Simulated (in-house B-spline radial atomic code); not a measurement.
## How G0W0 and RPA depend on the start: Pd XLIV (Pd43+)

Configuration [He] 2s1, highest spin. Computed with an all-electron radial atomic-structure program (B-spline basis): all electrons, non-relativistic, point nucleus, each spin shell either full or empty, empty states to l = 9 with an (l + 1/2)⁻⁴ tail; G0W0 by contour deformation at full frequency.

Without relativity these are model numbers: it shifts the levels of so heavy an element strongly and can reorder them.

```
          start  mean-field 2s up (eV)  G0W0 (eV)  QP weight  RPA correlation (Eh)
   Hartree-Fock               -6706.14   -6712.99      0.988              -0.23659
            PBE               -6639.25          ?          ?                     ?
B3LYP (VWN-RPA)               -6652.95   -6715.76      0.973              -0.34266
           BLYP               -6640.04          ?          ?                     ?
```

(1) What G0W0 level, weight and RPA correlation energy follow from the PBE start?

(2) What G0W0 level, weight and RPA correlation energy follow from the BLYP start?

(3) How much of the dependence on the start does G0W0 remove?

Answers

(1) G0W0 level -6716.72 eV, weight 0.965, RPA correlation -0.40514 hartree.

(2) G0W0 level -6716.72 eV, weight 0.965, RPA correlation -0.40353 hartree.

(3) The mean-field levels span 66.9 eV and the G0W0 levels 3.73 eV. Against 6943.097 ± 0.022 eV (NIST, tabulated theory) the G0W0 removal energies are off by -230.11 to -226.38 eV, with relativity, Breit and QED terms left out.
